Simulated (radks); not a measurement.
Values are calculated unless marked as measured or tabulated.
Numerical settings for neutral carbon, [He] 2s2 2p2. Level of theory: Dirac Kohn-Sham, PBE, spin-unpolarised, spherical densities, finite nucleus; open shells fill j = l - 1/2 first; Fermi nuclear charge, rms radius 2.4702 fm (a radial shooting solver on a logarithmic mesh with Libxc functionals). The defaults (mesh step 0.008 in ln r, mesh end at 40 bohr or more with all orbitals vanishing there, Anderson mixing 0.5 over 9 steps, residual threshold near 1e-9 with the energy settled to 1e-9 hartree or 1e-11 of itself, here a cap of 83 iterations) give E = -37.7652 hartree and 2p1/2 at -5.288 eV in 13 iterations. Run on one thread of a shared host, so times are rough (Arm Neoverse V2): 0.03 s of CPU time, 0.03 s wall, 13 iterations on 2208 mesh points. Changes against that run (0 stands for a change within the tolerance of the run):

mesh step in ln r 0.2: iterations 83; converged no; E (mhartree) -2.52e+05; CPU (s) 0.06
mesh step in ln r 0.08: iterations 13; converged yes; E (mhartree) -0.00103; e(2p1/2) (meV) -0.00408; CPU (s) 0.01
mesh step in ln r 0.03: iterations 13; converged yes; E (mhartree) 0; e(2p1/2) (meV) 0; CPU (s) 0.01
mesh end (bohr) 2: iterations 13; converged level above zero; E (mhartree) +2.65e+03; e(2p1/2) (meV) +3.38e+04; CPU (s) 0.02
mesh end (bohr) 3: iterations 13; converged level above zero; E (mhartree) +451; e(2p1/2) (meV) +9.3e+03; CPU (s) 0.02
residual threshold 0.1: iterations 8; converged yes; E (mhartree) 0; e(2p1/2) (meV) +0.103; CPU (s) 0.02
residual threshold 1e-13: iterations 83; converged no; E (mhartree) 0; e(2p1/2) (meV) 0; CPU (s) 0.12
mixing 0.05: iterations 17; converged yes; E (mhartree) 0; e(2p1/2) (meV) 0; CPU (s) 0.04
linear mixing, mixing 0.8: iterations 25; converged yes; E (mhartree) 0; e(2p1/2) (meV) 0; CPU (s) 0.05
linear mixing, mixing 1: iterations 83; converged no; E (mhartree) 0; e(2p1/2) (meV) 0; CPU (s) 0.14
mixing history 2: iterations 19; converged yes; E (mhartree) 0; e(2p1/2) (meV) 0; CPU (s) 0.04
iteration cap 8: iterations 8; converged no; E (mhartree) 0; e(2p1/2) (meV) 0; CPU (s) 0.02

Settled on a wrong energy, with an occupied level pushed above zero by the early mesh end: mesh end (bohr) 2 (+2.65 hartree); mesh end (bohr) 3 (+0.451 hartree). Apart from these: no run marked as converged misses the energy by more than 1 mhartree. A mesh that ends early acts as a hard wall.
